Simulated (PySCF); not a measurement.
## Exercise with solution: chemical shift, span and skew from a shielding tensor

C₂H₆BClS₂, SMILES B(Cl)(SC)SC. Atoms are numbered in the order given.

```xyz
12

B      0.3304    -0.0111     0.0000
Cl     1.7682     1.0320     0.0000
S     -1.3409     0.6638     0.0000
C     -1.0881     2.4760     0.0000
H     -0.5381     2.7899    -0.8964
H     -2.0880     2.9293     0.0000
H     -0.5381     2.7899     0.8964
S      0.6250    -1.7852     0.0000
C     -1.0639    -2.4932     0.0000
H     -1.6166    -2.1835    -0.8976
H     -0.9484    -3.5849     0.0000
H     -1.6166    -2.1835     0.8976
```

Geometry: B3LYP-D3(BJ)/def2-SVP. Other conformers were not sampled.

GIAO shieldings from PySCF with HF/pcSseg-1, non-relativistic, no solvent. The symmetric part of the tensor of C4 has the principal values 166.2, 170.6, 188.0 ppm. The same nucleus in TMS has σ = 192.6 ppm at this level (PySCF, at its B3LYP-D3(BJ)/def2-TZVP geometry). Without spin–orbit terms, shifts of atoms bonded to Cl or Br come out too high.

Q: Work out the isotropic shielding, the ¹³C shift against TMS, the span and the skew.

A: 
σ(iso) = (σ11 + σ22 + σ33)/3 = 174.9 ppm. δ = σ(ref) − σ(iso) = 192.6 − (174.9) = 17.7 ppm.
Span Ω = σ33 − σ11 = 21.8 ppm. Skew κ = 3(σ(iso) − σ22)/Ω = 0.60. Tumbling in solution averages the tensor to δ; in a static solid the shielding alone would spread this spin-1/2 line over Ω.
